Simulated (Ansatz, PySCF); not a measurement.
Gas-phase reaction R1 + R2 → P1 + P2, each structure at its B3LYP-D3(BJ)/def2-TZVP stationary point, reached from a drawn start (curvature not checked).
P1: CH4 (SMILES C), charge 0, multiplicity 1.
R1: H2 (SMILES [H][H]), charge 0, multiplicity 1.
P2: SiH4 (SMILES [SiH4]), charge 0, multiplicity 1.
R2: CH6Si (SMILES C[SiH3]), charge 0, multiplicity 1.

P less R. No zero-point or thermal terms.

Frozen-core correlation throughout. CBS(a, b) extrapolates the correlation energy as X⁻³ and adds the Hartree–Fock energy of set b.

Run with Ansatz (an electronic-structure program) with Gaussian orbitals; PySCF for the D3/D4 terms. No computed number here is a measurement.

| level | reaction energy (kJ/mol) |
|---|---|
| SVWN5/def2-TZVPP | -25.7 |
| r2SCAN-D4/def2-TZVPP | -26.5 |
| B3LYP-D3(BJ)/def2-TZVPP | -30.9 |
| CAM-B3LYP/def2-TZVPP | -36.8 |
| wB97X-V/def2-TZVPP | -30.0 |
| wB97M-V/def2-TZVPP | -28.0 |
| CCSD/cc-pV(Q+d)Z | -32.1 |
| CCSD(T)/cc-pV(D+d)Z | (withheld) |
| CCSD(T)/CBS(cc-pV(T+d)Z, cc-pV(Q+d)Z) | (withheld) |

Complete the blanks.


- CCSD(T)/cc-pV(D+d)Z, reaction energy (kJ/mol): -40.6
- CCSD(T)/CBS(cc-pV(T+d)Z, cc-pV(Q+d)Z), reaction energy (kJ/mol): -27.3
